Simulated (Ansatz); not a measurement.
C2H7BSSi (`[SiH3]B1CSC1`) at its PBE0-D4/def2-TZVP geometry, where that method's forces vanish. Charge 0, multiplicity 1.

```xyz
12

Si    0.1875    1.2554   -1.4397
B    -0.0174   -0.0815    0.0627
C     0.2466    0.0916    1.6069
S    -0.2495   -1.6462    1.8844
C    -0.4764   -1.5867    0.0719
H     1.6026    1.7227   -1.5019
H    -0.1811    0.7081   -2.7741
H    -0.6667    2.4482   -1.1717
H     1.2828    0.3074    1.8853
H    -0.3914    0.8223    2.1138
H    -1.5056   -1.7647   -0.2559
H     0.1687   -2.2764   -0.4818
```

What forces (eV/Å) does r2SCAN-D4/def2-TZVPP give on these atoms in Ansatz 0.2.0? (An estimate is asked.)

Computed: 
```
Si1 -0.005 -0.006 -0.019
B2   0.006  0.041 -0.049
C3   0.050  0.176 -0.028
S4  -0.034 -0.225  0.261
C5  -0.020  0.011 -0.179
H6  -0.025  0.002 -0.001
H7   0.009  0.020  0.018
H8   0.021 -0.012 -0.008
H9  -0.006  0.015  0.015
H10  0.017  0.008  0.012
H11  0.006 -0.018 -0.013
H12 -0.017 -0.011 -0.009
```
